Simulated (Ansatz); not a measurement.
**Nudged elastic band run: BFH5SSi, charge +1**

input.yaml

```yaml
crystal:
  periodic: [false, false, false]
  atoms:
    - { symbol: F, position_ang: [1.153067, 1.364384, -1.518778] }
    - { symbol: B, position_ang: [-0.131996, 1.199321, -1.416637] }
    - { symbol: S, position_ang: [-0.680327, -0.532736, -0.747517] }
    - { symbol: Si, position_ang: [0.52421, -0.914644, 1.239697] }
    - { symbol: H, position_ang: [-0.983529, 1.986412, -1.72933] }
    - { symbol: H, position_ang: [-1.914462, -0.177663, -0.273005] }
    - { symbol: H, position_ang: [0.436091, 0.366832, 1.989802] }
    - { symbol: H, position_ang: [1.853094, -1.240553, 0.660759] }
    - { symbol: H, position_ang: [-0.256159, -2.051353, 1.795] }
total_charge: 1
basis:
  gaussian: { orbitals: def2-SVP }
hamiltonian:
  xc: blyp
neb:
  order_check: false
  images: 5
  f_tol: 0.05
  max_iterations: 60
  final_atoms:
    - { symbol: F, position_ang: [0.45942146, 2.19950868, -0.65214861] }
    - { symbol: B, position_ang: [-0.42063331, 1.39158368, -1.16381481] }
    - { symbol: S, position_ang: [0.02301148, -0.48845467, -1.03035491] }
    - { symbol: Si, position_ang: [0.59186034, -0.90681845, 1.21519038] }
    - { symbol: H, position_ang: [-1.43301805, 1.69691395, -1.73316284] }
    - { symbol: H, position_ang: [-1.24633747, -0.99453977, -1.10882145] }
    - { symbol: H, position_ang: [1.95171924, -0.30854803, 1.23789798] }
    - { symbol: H, position_ang: [0.51959154, -2.39144775, 1.2240669] }
    - { symbol: H, position_ang: [-0.44562623, -0.19819764, 2.01113836] }
  initial_path:
    images:
      - { positions_ang: [[1.153067, 1.364384, -1.518778], [-0.131996, 1.199321, -1.416637], [-0.680327, -0.532736, -0.747517], [0.52421, -0.914644, 1.239697], [-0.983529, 1.986412, -1.72933], [-1.914462, -0.177663, -0.273005], [0.436091, 0.366832, 1.989802], [1.853094, -1.240553, 0.660759], [-0.256159, -2.051353, 1.795]] }
      - { positions_ang: [[1.05896642, 0.96920514, -1.70297528], [-0.13390566, 1.07163938, -1.47345092], [-0.81193674, -0.38658451, -0.59352425], [0.52539924, -0.90117106, 1.26038103], [-0.8070479, 1.94809749, -1.80669415], [-1.84405842, 0.19025096, -0.08280169], [0.16938398, -0.1269127, 2.13732207], [1.69251856, -0.72307782, 0.89181414], [0.15066952, -2.04144689, 1.36992005]] }
      - { positions_ang: [[0.96486584, 0.57402628, -1.88717257], [-0.13581533, 0.94395776, -1.53026483], [-0.94354647, -0.24043303, -0.4395315], [0.52658848, -0.88769811, 1.28106506], [-0.63056679, 1.90978299, -1.8840583], [-1.77365484, 0.55816493, 0.10740161], [-0.09732304, -0.62065739, 2.28484214], [1.53194313, -0.20560264, 1.12286929], [0.55749803, -2.03154079, 0.94484009]] }
      - { positions_ang: [[0.87076526, 0.17884742, -2.07136985], [-0.13772499, 0.81627614, -1.58707875], [-1.07515621, -0.09428154, -0.28553875], [0.52777771, -0.87422517, 1.3017491], [-0.45408569, 1.87146848, -1.96142245], [-1.70325126, 0.92607889, 0.29760492], [-0.36403006, -1.11440209, 2.43236221], [1.37136769, 0.31187254, 1.35392443], [0.96432655, -2.02163468, 0.51976014]] }
      - { positions_ang: [[0.73365066, 0.85240117, -1.5982961], [-0.23202776, 1.00804532, -1.44599077], [-0.70910031, -0.22567259, -0.53381081], [0.54913859, -0.88508959, 1.27289619], [-0.78039647, 1.81328364, -1.88533591], [-1.55094667, 0.28587267, -0.17120387], [0.40788637, -0.84578407, 2.03420746], [1.08744231, -0.58923422, 1.31063859], [0.49434229, -1.41382233, 1.01688621]] }
      - { positions_ang: [[0.59653606, 1.52595492, -1.12522235], [-0.32633054, 1.1998145, -1.30490279], [-0.34304442, -0.35706363, -0.78208286], [0.57049946, -0.89595402, 1.24404329], [-1.10670726, 1.7550988, -1.80924938], [-1.39864207, -0.35433355, -0.64001266], [1.17980281, -0.57716605, 1.63605272], [0.80351692, -1.49034099, 1.26735274], [0.02435803, -0.80600999, 1.51401228]] }
      - { positions_ang: [[0.45942146, 2.19950868, -0.65214861], [-0.42063331, 1.39158368, -1.16381481], [0.02301148, -0.48845467, -1.03035491], [0.59186034, -0.90681845, 1.21519038], [-1.43301805, 1.69691395, -1.73316284], [-1.24633747, -0.99453977, -1.10882145], [1.95171924, -0.30854803, 1.23789798], [0.51959154, -2.39144775, 1.2240669], [-0.44562623, -0.19819764, 2.01113836]] }
```

Launched with:

```bash
$ ansatz run input.yaml --threads 1 --pin off --max-ram 2048MiB --backend cpu --events-out ev --progress --plain --runs-dir out
```

Output, in part (warnings, iteration lines, the closing report on the highest movable image, with atoms numbered from 0):

```
NEB end point (image 0): max|allowed force component| = 6.890e-3 eV/Å (the criterion of neb.relax_end_points is 1.000e-2)
NEB end point (image 6): max|allowed force component| = 8.367e-3 eV/Å (the criterion of neb.relax_end_points is 1.000e-2)
NEB iter   1: max|band force component| = 1.145e2 eV/Å  barrier→ = 102.4862 eV  barrier← = 102.4862 eV  Δτ_max = 0.2000 Å  (185 SCF iters)
NEB iter   2: max|band force component| = 6.527e1 eV/Å  barrier→ = 54.8071 eV  barrier← = 54.8071 eV  Δτ_max = 0.1995 Å  (154 SCF iters)
NEB iter   3: max|band force component| = 3.808e1 eV/Å  barrier→ = 27.2519 eV  barrier← = 27.2519 eV  Δτ_max = 0.1933 Å  (148 SCF iters)
NEB iter   4: max|band force component| = 2.098e1 eV/Å  barrier→ = 13.4300 eV  barrier← = 13.4300 eV  Δτ_max = 0.1961 Å  (156 SCF iters)
NEB iter   5: max|band force component| = 1.161e1 eV/Å  barrier→ = 6.6277 eV  barrier← = 6.6277 eV  Δτ_max = 0.1971 Å  (152 SCF iters)
NEB iter   6: max|band force component| = 5.905e0 eV/Å  barrier→ = 3.1847 eV  barrier← = 3.1847 eV  Δτ_max = 0.1952 Å  (146 SCF iters)
NEB iter   7: max|band force component| = 2.944e0 eV/Å  barrier→ = 1.9901 eV  barrier← = 1.9901 eV  Δτ_max = 0.1985 Å  (150 SCF iters)
NEB iter   8: max|band force component| = 2.409e0 eV/Å  barrier→ = 1.1403 eV  barrier← = 1.1403 eV  Δτ_max = 0.1970 Å  (145 SCF iters)
NEB iter   9: max|band force component| = 1.482e0 eV/Å  barrier→ = 0.5737 eV  barrier← = 0.5737 eV  Δτ_max = 0.1962 Å  (137 SCF iters)
NEB iter  10: max|band force component| = 1.873e0 eV/Å  barrier→ = 0.5246 eV  barrier← = 0.5246 eV  Δτ_max = 0.2000 Å  (140 SCF iters)
NEB iter  11: max|band force component| = 1.995e0 eV/Å  barrier→ = 0.4442 eV  barrier← = 0.4442 eV  Δτ_max = 0.2000 Å  (142 SCF iters)
NEB iter  12: max|band force component| = 2.236e0 eV/Å  barrier→ = 0.4998 eV  barrier← = 0.4998 eV  Δτ_max = 0.1986 Å  (146 SCF iters)
NEB iter  13: max|band force component| = 2.117e0 eV/Å  barrier→ = 0.3695 eV  barrier← = 0.3695 eV  Δτ_max = 0.2000 Å  (145 SCF iters)
NEB iter  14: max|band force component| = 1.908e0 eV/Å  barrier→ = 0.3032 eV  barrier← = 0.3032 eV  Δτ_max = 0.2000 Å  (134 SCF iters)
NEB iter  15: max|band force component| = 1.994e0 eV/Å  barrier→ = 0.2207 eV  barrier← = 0.2207 eV  Δτ_max = 0.1991 Å  (145 SCF iters)
NEB iter  16: max|band force component| = 2.028e0 eV/Å  barrier→ = 0.2158 eV  barrier← = 0.2158 eV  Δτ_max = 0.1799 Å  (135 SCF iters)
NEB iter  17: max|band force component| = 1.775e0 eV/Å  barrier→ = 0.1684 eV  barrier← = 0.1684 eV  Δτ_max = 0.1886 Å  (145 SCF iters)
NEB iter  18: max|band force component| = 1.483e0 eV/Å  barrier→ = 0.1345 eV  barrier← = 0.1345 eV  Δτ_max = 0.1927 Å  (143 SCF iters)
NEB iter  19: max|band force component| = 9.915e-1 eV/Å  barrier→ = 0.0912 eV  barrier← = 0.0912 eV  Δτ_max = 0.2000 Å  (142 SCF iters)
NEB iter  20: max|band force component| = 1.695e0 eV/Å  barrier→ = 0.3698 eV  barrier← = 0.3698 eV  Δτ_max = 0.1006 Å  (148 SCF iters)
NEB iter  21: max|band force component| = 5.288e-1 eV/Å  barrier→ = 0.0873 eV  barrier← = 0.0873 eV  Δτ_max = 0.1118 Å  (145 SCF iters)
NEB iter  22: max|band force component| = 2.189e-1 eV/Å  barrier→ = 0.0428 eV  barrier← = 0.0428 eV  CI = image 3  Δτ_max = 0.0410 Å  (138 SCF iters)
NEB iter  23: max|band force component| = 1.334e-1 eV/Å  barrier→ = 0.0355 eV  barrier← = 0.0355 eV  CI = image 3  Δτ_max = 0.0408 Å  (126 SCF iters)
NEB iter  24: max|band force component| = 7.803e-2 eV/Å  barrier→ = 0.0322 eV  barrier← = 0.0322 eV  CI = image 3  Δτ_max = 0.0527 Å  (140 SCF iters)
NEB iter  25: max|band force component| = 5.054e-2 eV/Å  barrier→ = 0.0286 eV  barrier← = 0.0287 eV  CI = image 3  Δτ_max = 0.0365 Å  (129 SCF iters)
NEB iter  26: max|band force component| = 4.306e-2 eV/Å  barrier→ = 0.0276 eV  barrier← = 0.0276 eV  CI = image 3  Δτ_max = 0.0000 Å  (257 SCF iters)
Total energy: -22172.23448489 eV, -814.8145884393 hartree
Atom 0 at     0.894016     1.974249    -0.985249 Å, force     0.003635     0.008787     0.005246 eV/Å
Atom 1 at    -0.211155     1.357307    -1.276825 Å, force     0.000119     0.010276     0.002947 eV/Å
Atom 2 at    -0.187039    -0.552123    -0.970197 Å, force     0.015120     0.011646    -0.043029 eV/Å
Atom 3 at     0.495363    -0.928481     1.261081 Å, force     0.013520    -0.031521     0.032397 eV/Å
Atom 4 at    -1.201080     1.844028    -1.751969 Å, force     0.005731    -0.004429    -0.006386 eV/Å
Atom 5 at    -1.536992    -0.752972    -0.897075 Å, force    -0.029307    -0.008413     0.013886 eV/Å
Atom 6 at     1.036504     0.396172     1.667156 Å, force    -0.014151    -0.005428    -0.015727 eV/Å
Atom 7 at     1.500144    -2.004833     1.060935 Å, force    -0.013190     0.012998     0.009865 eV/Å
Atom 8 at    -0.789772    -1.333346     1.892133 Å, force     0.018524     0.006082     0.000800 eV/Å
Dipole moment:    -0.396908    -0.295629     0.213056 e Å
```

The forces met the threshold. A vibrational analysis at the climbing image gives one clearly imaginary mode, 58i cm⁻¹: a first-order saddle point. Limits of this set-up: the dipole of an ion depends on the origin.

Final band (atoms are numbered from 1 in the order of the input):

| image | path coordinate (Å) | energy (kcal/mol) | dihedral B2–S3–Si4–H9 (°) |
| --- | --- | --- | --- |
| 0 | 0.00 | 0.0 | 165 |
| 1 | 0.67 | 0.2 | 146 |
| 2 | 1.34 | 0.5 | 126 |
| 3 | 2.01 | 0.6 | 106 |
| 4 | 2.72 | 0.5 | 86 |
| 5 | 3.44 | 0.2 | 65 |
| 6 | 4.15 | 0.0 | 44 |

Time of the run: 3.6 min on 1 thread of Intel(R) Xeon(R) Platinum 8488C (Sapphire Rapids) (shared host), peak memory 0.14 GiB.
